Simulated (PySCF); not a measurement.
Atoms are numbered as in `[F:1][Si@@H:2](/[CH:3]=[CH:4]/[SiH3:5])[P:6]([SiH3:7])[SiH3:8]`. Each H is labelled by its parent atom.

PySCF 2.14 calculation with GFN2-xTB structure and shieldings: GIAO PBE0/pcSseg-1; no solvent, one conformer, rapidly exchanging positions averaged, relativity neglected.

Predict the 2D correlation tables (HSQC, COSY, HMBC).

Results:



HSQC (one-bond C–H):
```csv
δH,δC
7.34 (H(C4)),158.9 (C4)
7.24 (H(C3)),155.2 (C3)
```

COSY cross peaks (H two or three bonds apart, from the bond graph; peaks can be absent where the dihedral angle is near 90°):
```csv
δH,δH
7.34 (H(C4)),7.24 (H(C3))
7.34 (H(C4)),4.25 (H(Si5))
7.24 (H(C3)),5.67 (H(Si2))
```

HMBC (two and three bonds, from the bond graph):
```csv
δH,δC
7.34 (H(C4)),155.2 (C3)
7.24 (H(C3)),158.9 (C4)
5.67 (H(Si2)),"158.9 (C4), 155.2 (C3)"
4.25 (H(Si5)),"158.9 (C4), 155.2 (C3)"
```

References, each an isolated molecule treated in the same way: TMS for 1H (31.72 ppm) and 13C (186.93 ppm).

Short H···H contacts in this conformer between protons four or more bonds apart (candidates for NOE cross peaks, intensity ∝ r⁻⁶): H(C4)···H(Si8) 2.76 Å, H(C3)···H(Si5) 2.76 Å.

Shifts are as computed. Against solution values, carbons near 30 ppm lie about +3 ppm off and those near 130 ppm about +5 ppm. Of 1309 compounds with measured shifts, 239 miss one by over three times the rms of a fit or turn the order of signals round; such compounds aren't used in these exercises.
